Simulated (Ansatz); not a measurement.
Ansatz (a program for electronic structure) input (B3LYP/6-31G*):

Ansatz 0.2 input:
```yaml
crystal:
  periodic: [false, false, false]
  atoms:
    - {symbol: O, position_ang: [0.02888100, 1.83339100, -0.77095300]}
    - {symbol: Si, position_ang: [-0.16658900, 0.54991000, 0.27893500]}
    - {symbol: Si, position_ang: [1.95201300, -0.37248700, 0.65520800]}
    - {symbol: Si, position_ang: [-1.79728700, -0.97875700, -0.44888100]}
    - {symbol: H, position_ang: [-0.76222900, 2.23761200, -1.13893000]}
    - {symbol: H, position_ang: [1.76742000, -1.53096600, 1.56378400]}
    - {symbol: H, position_ang: [2.60644600, -0.84195700, -0.59306600]}
    - {symbol: H, position_ang: [2.84066500, 0.61689100, 1.31006700]}
    - {symbol: H, position_ang: [-3.08549400, -0.26586800, -0.64791300]}
    - {symbol: H, position_ang: [-1.45458100, -1.65884400, -1.72607000]}
    - {symbol: H, position_ang: [-1.97718900, -2.00532000, 0.60608100]}
basis:
  gaussian:
    orbitals: 6-31G*
hamiltonian:
  xc: {name: B3LYP}
magnetization: {spin_polarized: true, initial_magnetization: 1}
relax: {f_tol: 0.003, max_steps: 120}
```

From the output:

```
relax step   2: F+E_penalty+E_count = -25793.60402962 eV  Δ(F+E_penalty+E_count) = -8.932e-3 eV  max|allowed force component| = 2.705e-1 eV/Å  Δτ_max = 0.0717 Å  (27 SCF iters, accepted)
these checks for a lower state are left out or cut short: starts, cluster_reference, orbital_swaps, neighbouring_geometries, increment
integrals: 0.04 GiB planned
891 factors; integrals over basis functions are off by at most 6.9e-4 eV
mean field: 0.56 GiB planned
mean field -25793.60586358 eV, -947.8975319525 hartree, gradient 7.7e-5 eV, S^2 0.752363; 0 other end points of the search recorded, 0 dependent functions left out
the calculation of the forces begins
reference -25793.60615295 eV, -947.8975425866 hartree; 29, 28 occupied and 57, 58 virtual orbitals, 891 factors
relax step   3: F+E_penalty+E_count = -25793.60586358 eV  Δ(F+E_penalty+E_count) = -1.834e-3 eV  max|allowed force component| = 9.314e-2 eV/Å  Δτ_max = 0.0309 Å  (28 SCF iters, accepted)
these checks for a lower state are left out or cut short: starts, cluster_reference, orbital_swaps, neighbouring_geometries, increment
integrals: 0.04 GiB planned
891 factors; integrals over basis functions are off by at most 6.9e-4 eV
mean field: 0.56 GiB planned
mean field evaluation 32: about -25793.6068 eV, gradient 1.1e-5 eV
mean field -25793.60684787 eV, -947.8975681245 hartree, gradient 1.1e-5 eV, S^2 0.752357; 0 other end points of the search recorded, 0 dependent functions left out
the calculation of the forces begins
reference -25793.60713723 eV, -947.8975787582 hartree; 29, 28 occupied and 57, 58 virtual orbitals, 891 factors
relax step   4: F+E_penalty+E_count = -25793.60684787 eV  Δ(F+E_penalty+E_count) = -9.843e-4 eV  max|allowed force component| = 5.950e-2 eV/Å  Δτ_max = 0.0194 Å  (26 SCF iters, accepted)
these checks for a lower state are left out or cut short: starts, cluster_reference, orbital_swaps, neighbouring_geometries, increment
integrals: 0.04 GiB planned
891 factors; integrals over basis functions are off by at most 6.9e-4 eV
mean field: 0.56 GiB planned
mean field -25793.60707752 eV, -947.8975765639 hartree, gradient 2.7e-5 eV, S^2 0.752357; 0 other end points of the search recorded, 0 dependent functions left out
the calculation of the forces begins
reference -25793.60736689 eV, -947.8975871980 hartree; 29, 28 occupied and 57, 58 virtual orbitals, 891 factors
relax step   5: F+E_penalty+E_count = -25793.60707752 eV  Δ(F+E_penalty+E_count) = -2.296e-4 eV  max|allowed force component| = 2.583e-2 eV/Å  Δτ_max = 0.0041 Å  (24 SCF iters, accepted)
these checks for a lower state are left out or cut short: starts, cluster_reference, orbital_swaps, neighbouring_geometries, increment
integrals: 0.04 GiB planned
891 factors; integrals over basis functions are off by at most 6.8e-4 eV
mean field: 0.56 GiB planned
mean field -25793.60738005 eV, -947.8975876819 hartree, gradient 7.6e-5 eV, S^2 0.752360; 0 other end points of the search recorded, 0 dependent functions left out
the calculation of the forces begins
reference -25793.60766966 eV, -947.8975983248 hartree; 29, 28 occupied and 57, 58 virtual orbitals, 891 factors
relax step   6: F+E_penalty+E_count = -25793.60738005 eV  Δ(F+E_penalty+E_count) = -3.025e-4 eV  max|allowed force component| = 2.045e-2 eV/Å  Δτ_max = 0.0241 Å  (27 SCF iters, accepted)
these checks for a lower state are left out or cut short: starts, cluster_reference, orbital_swaps, neighbouring_geometries, increment
integrals: 0.04 GiB planned
891 factors; integrals over basis functions are off by at most 6.8e-4 eV
mean field: 0.56 GiB planned
mean field -25793.60748246 eV, -947.8975914452 hartree, gradient 5.5e-6 eV, S^2 0.752356; 0 other end points of the search recorded, 0 dependent functions left out
the calculation of the forces begins
reference -25793.60777200 eV, -947.8976020857 hartree; 29, 28 occupied and 57, 58 virtual orbitals, 891 factors
relax step   7: F+E_penalty+E_count = -25793.60748246 eV  Δ(F+E_penalty+E_count) = -1.024e-4 eV  max|allowed force component| = 7.328e-3 eV/Å  Δτ_max = 0.0125 Å  (26 SCF iters, accepted)
these checks for a lower state are left out or cut short: starts, cluster_reference, orbital_swaps, neighbouring_geometries, increment
integrals: 0.04 GiB planned
891 factors; integrals over basis functions are off by at most 6.8e-4 eV
mean field: 0.56 GiB planned
mean field -25793.60750116 eV, -947.8975921325 hartree, gradient 7.9e-6 eV, S^2 0.752357; 0 other end points of the search recorded, 0 dependent functions left out
the calculation of the forces begins
reference -25793.60779078 eV, -947.8976027758 hartree; 29, 28 occupied and 57, 58 virtual orbitals, 891 factors
relax step   8: F+E_penalty+E_count = -25793.60750116 eV  Δ(F+E_penalty+E_count) = -1.870e-5 eV  max|allowed force component| = 2.317e-3 eV/Å  Δτ_max = 0.0036 Å  (25 SCF iters, accepted)
integrals: 0.04 GiB planned
891 factors; integrals over basis functions are off by at most 6.8e-4 eV
mean field: 0.56 GiB planned
mean field evaluation 64: about -25793.5932 eV, gradient 3.3e-1 eV
mean field -25793.60750116 eV, -947.8975921325 hartree, gradient 7.9e-6 eV, S^2 0.752357; 1 other end points of the search recorded, 0 dependent functions left out
the calculation of the forces begins
reference -25793.60779078 eV, -947.8976027758 hartree; 29, 28 occupied and 57, 58 virtual orbitals, 891 factors
Total energy: -25793.60779078 eV, -947.8976027758 hartree
Atom 0 at     0.047442     1.840721    -0.780802 Å, force     0.002317    -0.000354    -0.001166 eV/Å
Atom 1 at    -0.171885     0.542182     0.275498 Å, force    -0.000071     0.001130     0.001866 eV/Å
Atom 2 at     1.962810    -0.370121     0.652353 Å, force    -0.001201     0.000809    -0.001747 eV/Å
Atom 3 at    -1.812796    -0.990743    -0.462369 Å, force    -0.000628     0.000387    -0.000042 eV/Å
Atom 4 at    -0.759808     2.289297    -1.072728 Å, force    -0.001878     0.000151     0.000635 eV/Å
Atom 5 at     1.807633    -1.518871     1.588589 Å, force     0.000652    -0.000204     0.000439 eV/Å
Atom 6 at     2.623735    -0.864296    -0.590021 Å, force     0.001333    -0.000402     0.000526 eV/Å
Atom 7 at     2.853424     0.640429     1.285323 Å, force     0.000161    -0.000404     0.000270 eV/Å
Atom 8 at    -3.100245    -0.272061    -0.689578 Å, force    -0.000106    -0.000176    -0.000200 eV/Å
Atom 9 at    -1.473157    -1.708852    -1.726482 Å, force    -0.000197    -0.000621    -0.000373 eV/Å
Atom 10 at    -2.025098    -2.004080     0.608480 Å, force    -0.000382    -0.000318    -0.000209 eV/Å
Dipole moment:    -0.245099     0.103921    -0.038688 e Å
```

The geometry given is a B3LYP-D3(BJ)/def2-TZVP minimum.
